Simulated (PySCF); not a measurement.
Highest occupied level (eV) of eight halogen compounds: PBE beside M06-2X, computed with PySCF for isolated molecules in the bases named; differences from unrounded values. The eight are the first of their class met in an unordered collection, after screening for sound electronic states; none was chosen by its value. Each molecule has one DFT geometry for both levels.

| molecule | basis | M06-2X | PBE | difference |
|---|---|---|---|---|
| C4H4ClF, SMILES C=C(/C=C\F)Cl | def2-TZVP | -8.04 | -5.83 | 2.21 |
| CH3BrSSe, SMILES CS[Se]Br | def2-TZVP | -8.01 | -5.69 | 2.31 |
| C4H2BrF, SMILES C#C/C(Br)=C\F | def2-TZVP | -8.27 | -6.01 | 2.27 |
| C4H5F, SMILES C[C@H](F)C#C | def2-TZVP | -9.36 | ___ | ___ |
| 1-bromo-1,1-difluoroethane (C2H3BrF2), SMILES BrC(F)(C)F | def2-TZVP | -9.84 | ___ | ___ |
| CBrCl₃, SMILES ClC(Cl)(Cl)Br | def2-TZVP | -9.95 | -7.27 | 2.68 |
| (Z)-1,2-dichloro-1-fluoroprop-1-ene (C₃H₃Cl₂F), SMILES C/C(Cl)=C(\F)Cl | def2-TZVP | -8.34 | ___ | ___ |
| (Z)-2,3-difluorobut-2-ene (C4H6F2), SMILES C/C(F)=C(\C)F | def2-TZVP | -8.05 | -5.49 | 2.57 |

### Question
What belongs in the gaps? (An estimate is asked for; the answer gives what the named calculation found.)

### Answer

- 1-bromo-1,1-difluoroethane (C2H3BrF2), SMILES BrC(F)(C)F, PBE: -7.18
- 1-bromo-1,1-difluoroethane (C2H3BrF2), SMILES BrC(F)(C)F, difference: 2.66
- C4H5F, SMILES C[C@H](F)C#C, PBE: -6.82
- C4H5F, SMILES C[C@H](F)C#C, difference: 2.55
- (Z)-1,2-dichloro-1-fluoroprop-1-ene (C₃H₃Cl₂F), SMILES C/C(Cl)=C(\F)Cl, PBE: -5.89
- (Z)-1,2-dichloro-1-fluoroprop-1-ene (C₃H₃Cl₂F), SMILES C/C(Cl)=C(\F)Cl, difference: 2.45

PBE lies below M06-2X in 0 and above it in 8 of the eight; the mean signed difference is 2.46 and the largest 2.68 eV.
